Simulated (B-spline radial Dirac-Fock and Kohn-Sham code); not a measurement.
Model: multi-electron Dirac-Fock with separately optimised hole states, Breit and Lamb-shift corrections added in first order. Program: a B-spline atomic structure program. Free neutral atoms.

Q: Order these X-ray lines by photon energy, lowest first.
A. Nd Mγ
B. Sr Lγ2
C. Ce Mγ
D. Al Kα1
E. Hf Mζ2
F. Rb Lα1

A: C (1078.6 eV), A (1180.3 eV), E (1271.8 eV), D (1487.5 eV), F (1695.8 eV), B (2202.3 eV).

Values without a named source are computed, but for edge energies of neutral atoms, which are taken from tables.
